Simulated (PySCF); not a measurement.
Ga2(mu-F)2(H)4, H4F2Ga2, singlet at its B3LYP/def2-SVP optimised geometry (Å):

```
8

Ga    -0.7469    -0.0966     0.0000
Ga     1.5911    -0.5817    -1.8557
F      1.2088    -0.0966     0.0000
H     -1.2084     1.3905     0.0000
H     -1.2088    -1.3905     0.7328
F     -0.3646    -0.5850    -1.8548
H      2.0501     0.7144    -2.5864
H      2.0556    -2.0678    -1.8583
```

Method: B3LYP/def2-TZVP run with PySCF.

Map of the HOMO−1 amplitude (bohr^(-3/2)) on the plane z = 0.6 Å; orbital energy -8.87 eV, overall sign arbitrary:

```
|-------::::::----------------|
|-----::::::::::--------------|
|---:::::::::::::-------------|
|--:::::::::::::::------------|
|--::::::::::::::::-----------|
|-::::::::..:::::::-----------|
|-::::::......::::::----------|
|-:::::...  ...:::::----------|
|-:::::..    ..:::::----------|
|-:::::..    ..:::::----------|
|-:::::..    ...::::----------|
|-::::::..   ..:::::----------|
|--::::::.....::::::----------|
|----:::::::::::::------------|
|-----------------------------|
|--------==-------------------|
|------==+++====--------------|
|-----==+****++==-------------|
|-----=++#%%#*+==-------------|
|-----=+*%@@#*+==-------------|
|-----=+*%@@#++=--------------|
|-----==+*##*+==--------------|
|-----===++++==---------------|
|------=======----------------|
|--------====-----------------|
|-----------------------------|
|-----------------------------|
|-----------------------------|
|-----------------------------|
```
Scale: ten equal steps from -0.083 (start of ' ') to 0.183 (end of '@'), in the order ' .:-=+*#%@'; x runs from -3.50 to 3.50, y from -3.50 (bottom) to 3.50 (top).
